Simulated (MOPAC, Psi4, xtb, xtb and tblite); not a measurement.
Conformational energy of C₁₃H₁₁N, SMILES C(=Cc1ccccc1)c1ccccn1, singlet. Scanned: dihedral C1–C2–C3–N8; all other coordinates were relaxed at GFN2-xTB. Points at φ and −φ are mirror images. Heavy atoms are numbered in the order of the SMILES C(=Cc1ccccn1)c1ccccc1, hydrogens after them in the order of the atoms that carry them; the mirror image has the same energies with the sign of each dihedral reversed.

Computed with: GFN1-xTB // GFN2-xTB (xtb); AM1, restricted, heats of formation // GFN2-xTB (MOPAC); GFN2-xTB (xtb and tblite); PBE-D3(BJ)/def2-SVP // GFN2-xTB (Psi4).

Energies relative to the lowest point of each profile, in kJ/mol; the last columns give the difference from PBE-D3(BJ):

```
φ / °  GFN1-xTB  AM1  GFN2-xTB  PBE-D3(BJ)/def2-SVP  GFN1-xTB − PBE-D3(BJ)/def2-SVP  AM1 − PBE-D3(BJ)/def2-SVP  GFN2-xTB − PBE-D3(BJ)/def2-SVP
-----  --------  ---  --------  -------------------  ------------------------------  -------------------------  ------------------------------
-165        5.6  4.8       4.0                  7.6                            -2.0                       -2.8                            -3.5
-150        7.9  3.8       5.8                 11.1                            -3.2                       -7.3                            -5.3
-135       12.2  4.4       9.7                 17.4                            -5.2                      -13.0                            -7.8
-120       18.0  6.1      15.4                 26.1                            -8.1                      -20.0                           -10.7
-105       23.5  7.1      21.0                 35.0                           -11.4                      -27.9                           -14.0
-90        26.1  6.4      23.7                 40.0                           -13.9                      -33.6                           -16.3
-75        24.2  5.0      21.9                 37.7                           -13.6                      -32.7                           -15.8
-60        18.7  3.1      16.8                 29.4                           -10.7                      -26.3                           -12.6
-45        11.6  1.3      10.3                 18.6                            -6.9                      -17.2                            -8.2
-30         5.3  0.7       4.7                  8.9                            -3.6                       -8.2                            -4.1
-15         1.3  0.2       1.2                  2.3                            -1.0                       -2.1                            -1.1
0           0.0  0.0       0.0                  0.0                             0.0                        0.0                             0.0
15          1.3  0.2       1.2                  2.3                            -1.0                       -2.1                            -1.1
30          5.3  0.7       4.7                  8.9                            -3.6                       -8.2                            -4.1
45         11.6  1.3      10.3                 18.6                            -6.9                      -17.2                            -8.2
60         18.7  3.1      16.8                 29.4                           -10.7                      -26.3                           -12.6
75         24.2  5.0      21.9                 37.7                           -13.6                      -32.7                           -15.8
90         26.1  6.4      23.7                 40.0                           -13.9                      -33.6                           -16.3
105        23.5  7.1      21.0                 35.0                           -11.4                      -27.9                           -14.0
120        18.0  6.1      15.4                 26.1                            -8.1                      -20.0                           -10.7
135        12.2  4.4       9.7                 17.4                            -5.2                      -13.0                            -7.8
150         7.9  3.8       5.8                 11.1                            -3.2                       -7.3                            -5.3
165         5.6  4.8       4.0                  7.6                            -2.0                       -2.8                            -3.5
180         4.9  5.6       3.6                  6.5                            -1.6                       -0.9                            -2.9
```

GFN1-xTB is furthest from PBE-D3(BJ)/def2-SVP at -90 (-13.9 kJ/mol, below); its mean absolute difference over the points is 6.7 kJ/mol.

AM1 is furthest from PBE-D3(BJ)/def2-SVP at -90 (-33.6 kJ/mol, below); its mean absolute difference over the points is 16.0 kJ/mol.

GFN2-xTB is furthest from PBE-D3(BJ)/def2-SVP at -90 (-16.3 kJ/mol, below); its mean absolute difference over the points is 8.4 kJ/mol.
